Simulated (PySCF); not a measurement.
**Two-component Hartree-Fock for Os³¹⁺ (osmium, charge +31)**

Start: [Kr] 4d9; 4d3/2 filled at m_j = -3/2, -1/2, +1/2, +3/2; 4d5/2 filled at m_j = -3/2, -1/2, +1/2, +3/2, +5/2. Calculated with PySCF 2.14 in an even-tempered Gaussian basis (17 s from 2.9 bohr⁻², ratio 2.8; 14 p from 3.8 bohr⁻², ratio 2.8; 9 d from 3.8 bohr⁻², ratio 2.8; 3 f from 18 bohr⁻², ratio 3): generalised Hartree-Fock with the X2C-1e Hamiltonian and a Gaussian nucleus; one run each with spin-orbit coupling (SO) switched off, then screened by Boettger's factors.

| spinor shell | electrons | ε, spin-free (eV) | ε, screened SO (eV) | weight of nominal j (screened SO) | rms radius, screened SO (bohr) |
| --- | --- | --- | --- | --- | --- |
| 1s1/2 | 2 | -75432.0 | -75407.3 | 1.000 | 0.0201 |
| 2s1/2 | 2 | -14244.3 | -14236.4 | 1.000 | 0.0810 |
| 2p1/2 | 2 | -12559.0 | -13656.2 | 1.000 | 0.0688 |
| 2p3/2 | 4 | -12559.0 | -12119.6 | 1.000 | 0.0764 |
| 3s1/2 | 2 | -4263.1 | -4260.5 | 1.000 | 0.207 |
| 3p1/2 | 2 | -3760.2 | -4004.6 | 1.000 | 0.198 |
| 3p3/2 | 4 | -3760.2 | -3660.4 | 1.000 | 0.212 |
| 3d3/2 | 4 | -3194.1 | -3237.9 | 1.000 | 0.187 |
| 3d5/2 | 6 | -3194.1 | -3162.7 | 1.000 | 0.191 |
| 4s1/2 | 2 | -1731.5 | -1730.7 | 1.000 | 0.431 |
| 4p1/2 | 2 | -1546.6 | -1618.5 | 1.000 | 0.433 |
| 4p3/2 | 4 | -1546.6 | -1516.6 | 1.000 | 0.460 |
| 4d3/2 | 4 | -1322.5 | -1334.6 | 0.994 | 0.455 |
| 4d5/2 | 5 | -1322.5 | -1313.8 | 0.996 | 0.462 |

```json
{"quantity": "E (hartree)", "spin-free": "-16751.68261", "screened SO": "-16774.71986"}
{"quantity": "M_J", "spin-free": "5/2", "screened SO": "5/2"}
{"quantity": "⟨J²⟩", "spin-free": "8.751", "screened SO": "8.751"}
{"quantity": "⟨L²⟩", "spin-free": "6.001", "screened SO": "6.093"}
{"quantity": "⟨S²⟩", "spin-free": "0.750", "screened SO": "0.843"}
```

Each row is a mean over spinors that exchange with the open shell spreads, by up to 14.865 eV (4p3/2).

Breit and QED terms are absent; they matter most for the inner s and p1/2 levels.

Densities and radii are taken from the X2C orbitals without a picture-change correction, which distorts them close to the nucleus.

Without spin-orbit coupling the j labels of p, d and f shells carry no meaning; the spin-free column gives the mean over the occupied spinors of each nl shell.
